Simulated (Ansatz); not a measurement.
Program: Ansatz. Geometries: PBE0-D4/def2-TZVP. ΔE: electronic, gas phase. CBS: MP2 limit from def2 TZ/QZ plus the TZ coupled-cluster correction, frozen cores. This one scheme is used for every species. DFT in def2-TZVPP. def2 core potentials past Kr. For Ta outer-core shells are correlated without core-valence functions, which leaves a few kJ/mol of doubt a bond. One conformer a species, not always the lowest.

Reaction (ligand exchange at a Ta–Cl bond): `[NH2][Ta]([NH2])(=[O])[Cl]` + H–F → `[NH2][Ta]([NH2])(=[O])[F]` + HCl

`[NH2][Ta]([NH2])(=[O])[Cl]`:

Z-matrix (Å, degrees):
```
Ta
N 1 1.973
O 1 1.713 2 106.3
N 1 1.973 2 112.0 3 115.7
Cl 1 2.332 2 110.0 3 -121.6
H 2 1.009 1 124.1 3 2.0
H 2 1.010 1 125.6 3 -173.3
H 4 1.010 1 125.6 2 57.6
H 4 1.009 1 124.1 2 -117.7
```

H–F:

Z-matrix (Å, degrees):
```
F
H 1 0.920
```

`[NH2][Ta]([NH2])(=[O])[F]`:

Z-matrix (Å, degrees):
```
Ta
N 1 1.978
O 1 1.717 2 106.5
N 1 1.978 2 112.2 3 116.1
F 1 1.898 2 109.8 3 -121.6
H 2 1.009 1 124.0 3 0.4
H 2 1.010 1 125.9 3 -175.1
H 4 1.010 1 125.9 2 59.0
H 4 1.009 1 124.0 2 -116.5
```

HCl:

```xyz
2

Cl    0.307   -0.093   -0.553
H    -0.307    0.093    0.553
```

```json
{"level": "BLYP-D4", "ΔE (kJ/mol)": "-13.8"}
{"level": "r2SCAN0-D4", "ΔE (kJ/mol)": "-3.8"}
{"level": "PBE", "ΔE (kJ/mol)": "-10.9"}
{"level": "revPBE", "ΔE (kJ/mol)": "-12.0"}
{"level": "BLYP", "ΔE (kJ/mol)": "-20.2"}
{"level": "BHLYP", "ΔE (kJ/mol)": "-11.8"}
{"level": "CCSD/def2-SVP", "ΔE (kJ/mol)": "-17.8"}
{"level": "CCSD/CBS(def2)", "ΔE (kJ/mol)": "-1.8"}
```

Question: What does CCSD(T)/CBS give? (An estimate is asked.)

Answer: Ansatz gave: +1.6 kJ/mol. The listed levels differ from it by -15.4, -5.4, -12.5, -13.6, -21.8, -13.4, -19.4, -3.4 kJ/mol.

Largest T1 diagnostic among the species: 0.020.

From r2SCAN to r2SCAN0 (25 % exact exchange), in def2-TZVPP and without D4, ΔE moves by +5.1 kJ/mol. Leaving LDA and LC-ωPBE aside and taking each functional with its dispersion term where it has one, the values, not all of them listed here, spread over 18.2 kJ/mol, from CAM-B3LYP-D4 to PBE-QIDH. LDA lies +3.1 kJ/mol from PBE without D4. In def2-TZVPP, CCSD(T) changes the Hartree–Fock value by +9.4 kJ/mol (the triples alone add +3.3 kJ/mol) and MP2 by +20.5 kJ/mol.
